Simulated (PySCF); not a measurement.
Sb(F)2(Me) (CH3F2Sb), SMILES [F][Sb]([F])[CH3].

Geometry: PBE-D3(BJ)/def2-SVP. The def2 effective core potentials stand for the cores of Sb; spin–orbit coupling is left out.

Computed with PySCF with IEF-PCM-B3LYP/def2-SVP.

The values are the electrostatic part of the solvation free energy, E(continuum) − E(gas) at the gas-phase geometry, in a cavity of scaled van der Waals radii (PySCF's table); cavitation and dispersion terms are not included. A continuum can't describe solvent molecules that bind to the metal. In vacuum the orbital gap is 6.13 eV. The dipole moment in vacuum is 3.57 D.

```tsv
solvent	ε	ΔG(elec) (kcal/mol)	dipole (D)	gap (eV)
water	78.36	-7.2	4.51	6.17
1-octanol	9.86	-6.2	4.37	6.16
ethylethanoate	5.99	-5.5	4.28	6.16
```
